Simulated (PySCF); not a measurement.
W(OH)4(H)2 (H₆O₄W), SMILES [OH][WH2]([OH])([OH])[OH], multiplicity 1. Atoms are numbered in the order given.

```xyz
11

W      0.0000     0.0000     0.0472
O      1.4797    -0.8786    -0.7686
H      2.1262    -1.5235    -0.4669
O      0.8239     1.6785     0.3054
H      1.4758     1.9448     0.9597
O     -1.4797     0.8786    -0.7686
H     -2.1262     1.5235    -0.4669
O     -0.8239    -1.6785     0.3054
H     -1.4758    -1.9448     0.9597
H      0.8611    -0.3405     1.4657
H     -0.8611     0.3405     1.4657
```

Geometry optimised at PBE0-D3(BJ)/def2-SVP. The spin state was assumed, not searched. The structure was generated by enumeration; whether it is a known compound was not checked. The def2 effective core potentials stand for the cores of W; spin–orbit coupling is left out. The values are those of a single conformer.

The numbers are results of PySCF with PBE0-D3(BJ)/def2-SVP, not measurements.

Frequencies are harmonic and unscaled.

Task: Give all harmonic wavenumbers and intensities. (Estimate from the structure and the level; the computed values follow.)

Result: 
```tsv
mode	ν (cm⁻¹)	IR (km/mol)	Raman (Å⁴/amu)	depolarisation	moving atoms (share of kinetic energy)
1	74	25.5	1.4	0.75	H 47 %, O 44 %, W 10 %
2	143	0.1	3.0	0.75	O 71 %, H 29 %
3	179	9.8	2.6	0.73	O 62 %, H 35 %
4	193	19.8	0.7	0.75	O 57 %, H 32 %, W 11 %
5	233	12.6	1.9	0.33	O 64 %, H 19 %, W 17 %
6	355	111.7	1.6	0.75	H 67 %, O 31 %
7	371	72.8	5.2	0.75	H 83 %, O 17 %
8	413	34.4	2.2	0.75	H 60 %, O 39 %
9	461	0.0	1.5	0.65	H 62 %, O 38 %
10	512	174.0	5.9	0.75	H 87 %, O 13 %
11	580	562.8	0.5	0.75	H 80 %, O 19 %
12	613	5.2	0.2	0.63	O 59 %, H 41 %
13	660	248.9	0.3	0.75	O 69 %, H 25 %
14	661	171.8	3.6	0.63	H 79 %, O 20 %
15	707	203.7	0.2	0.75	O 70 %, H 16 %, W 14 %
16	711	61.3	7.7	0.16	O 69 %, H 27 %
17	746	2.0	20.1	0.24	O 70 %, H 30 %
18	819	26.7	0.8	0.75	H 71 %, O 21 %, W 8 %
19	910	0.1	11.9	0.69	H 95 %
20	964	7.1	14.4	0.75	H 94 %
21	1121	17.2	20.6	0.36	H 99 %
22	2029	169.6	107.3	0.75	H 100 %
23	2066	192.2	214.8	0.08	H 99 %
24	3928	373.1	17.7	0.75	H 94 %
25	3931	0.7	315.0	0.38	H 94 %
26	3946	345.1	53.7	0.75	H 94 %
27	3949	103.3	204.2	0.09	H 94 %
```
